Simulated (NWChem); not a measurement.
CH$_{4}$BFOSe; SMILES COB(F)[SeH]

```xyz
9

B     -0.6135     0.6667     0.0000
F     -1.9299     0.8251     0.0000
O      0.1521     1.7671     0.0000
C      1.5567     1.7422     0.0000
H      1.9184     2.7792     0.0000
H      1.9497     1.2334     0.8963
H      1.9497     1.2334    -0.8963
Se     0.1537    -1.1414     0.0000
H     -1.1640    -1.7889     0.0000
```
Atoms are numbered in this order, from 1.

Results from NWChem. Structure relaxed at the PBE0/def2-SVP level. Total energies compare along this basis series because the functional is fixed.

| level | basis functions | energy (Ha) | highest occupied level (eV) | orbital gap (eV) | dipole (D) |
|---|---|---|---|---|---|
| PBE0/cc-pVDZ | 103 | -2641.5474 | (withheld) | (withheld) | (withheld) |
| PBE0/aug-cc-pVDZ | 164 | -2641.5652 | -7.45 | 7.09 | 1.72 |
| PBE0/cc-pVTZ | 219 | -2641.7010 | -7.44 | 7.56 | 1.68 |

**Question.** Complete the blanks.

**Answer.** 
- PBE0/cc-pVDZ, highest occupied level (eV): -7.28
- PBE0/cc-pVDZ, orbital gap (eV): 7.63
- PBE0/cc-pVDZ, dipole (D): 1.59
